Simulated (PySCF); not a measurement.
Isomers of C4H13NOSi, mass 119.077 u with the commonest isotopes. Method used: PBE0/pcSseg-1 in PySCF (dipole) on a GFN2-xTB geometry, gas phase. One conformer each, none proved a minimum here; rigid rotors.

Task: Order these by rotational constant A, largest first.
A. `[CH3:1][C:2]([CH3:3])([CH3:4])[O:5][SiH2:6][NH2:7]` with C2–O5–Si6–N7 59°, O5–Si6–N7–H -178° and 48°
B. `[CH3:1][C:2]([CH3:3])([CH2:4][NH2:5])[SiH2:6][OH:7]` with C1–C2–C4–N5 171°, C2–C4–N5–H 55° and 174°, C1–C2–Si6–O7 179°, C2–Si6–O7–H 167°
C. `[CH3:1][CH2:2][C@@H:3]([NH2:4])[CH2:5][SiH2:6][OH:7]` with C1–C2–C3–N4 62°, C2–C3–N4–H 64° and -177°, C2–C3–C5–Si6 67°, C3–C5–Si6–O7 -90°, C5–Si6–O7–H -179°

Result: A (3507 MHz), C (3260 MHz), B (2346 MHz).

Task: Order these by dipole moment, smallest first.
A. `[CH3:1][C:2]([CH3:3])([CH3:4])[O:5][SiH2:6][NH2:7]` with C2–O5–Si6–N7 59°, O5–Si6–N7–H -178° and 48°
B. `[CH3:1][CH2:2][C@@H:3]([NH2:4])[CH2:5][SiH2:6][OH:7]` with C1–C2–C3–N4 62°, C2–C3–N4–H 64° and -177°, C2–C3–C5–Si6 67°, C3–C5–Si6–O7 -90°, C5–Si6–O7–H -179°
C. `[CH3:1][CH2:2][CH2:3][O:4][SiH2:5][NH:6][CH3:7]` with C1–C2–C3–O4 -65°, C2–C3–O4–Si5 169°, C3–O4–Si5–N6 -54°, O4–Si5–N6–C7 -50°

Result: A (1.28 D), C (1.53 D), B (1.74 D).

Task: Order these by out-of-plane moment Σ m c² = (Ia + Ib − Ic)/2, smallest first.
A. `[CH3:1][C:2]([CH3:3])([CH2:4][NH2:5])[SiH2:6][OH:7]` with C1–C2–C4–N5 171°, C2–C4–N5–H 55° and 174°, C1–C2–Si6–O7 179°, C2–Si6–O7–H 167°
B. `[CH3:1][C:2]([CH3:3])([CH3:4])[O:5][SiH2:6][NH2:7]` with C2–O5–Si6–N7 59°, O5–Si6–N7–H -178° and 48°
C. `[CH3:1][CH2:2][C@@H:3]([NH2:4])[CH2:5][SiH2:6][OH:7]` with C1–C2–C3–N4 62°, C2–C3–N4–H 64° and -177°, C2–C3–C5–Si6 67°, C3–C5–Si6–O7 -90°, C5–Si6–O7–H -179°
D. `[CH3:1][CH2:2][CH2:3][O:4][SiH2:5][NH:6][CH3:7]` with C1–C2–C3–O4 -65°, C2–C3–O4–Si5 169°, C3–O4–Si5–N6 -54°, O4–Si5–N6–C7 -50°

Result: C (27.98 u·Å²), D (31.75 u·Å²), B (58.63 u·Å²), A (61.14 u·Å²).

```
             SMILES  point group  Ia (u·Å²)  Ib (u·Å²)  Ic (u·Å²)      κ  μa (D)  μb (D)  μc (D)
CC[C@@H](N)C[SiH2]O           C1     155.01     431.82     530.88  -0.81    1.69    0.41    0.05
   CC(C)(C)O[SiH2]N           C1     144.10     366.51     393.36  -0.92    0.36    1.22    0.15
       CCCO[SiH2]NC           C1     155.35     417.37     509.21  -0.81    0.59    1.07    0.92
   CC(C)(CN)[SiH2]O           C1     215.38     264.66     357.76   0.06    1.39    0.40    1.03
```
